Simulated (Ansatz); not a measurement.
Al₂FHZn (`[F][Al]1[AlH][Zn]1`) from Hartree–Fock to CCSD(T)

Z-matrix (Å, degrees):
```
Al
Al 1 2.526
Zn 1 2.711 2 57.8
F 1 1.658 2 154.0 3 125.4
H 1 1.910 2 46.2 3 79.6
```

Total charge 0; spin multiplicity 1. For Zn the d shell is correlated and the shells below it are frozen. Scalar relativity is left out up to krypton. The geometry is a stationary point of PBE0-D4/def2-TZVP. Frozen core, restricted reference, Ansatz.

```
     basis      HF (Eh)  MP2 corr.
  def2-SVP  -2361.19670   -0.61457
def2-TZVPP  -2361.74162   -0.91146
def2-QZVPP  -2361.80006   -0.98393
```

**Question.** Estimate the CCSD correlation energy and the (T) correction in each basis where they were run (hartree).

**Answer.** 
```csv
basis,CCSD corr.,(T)
def2-SVP,-0.61749,-0.02020
def2-TZVPP,-0.88122,-0.03460
```
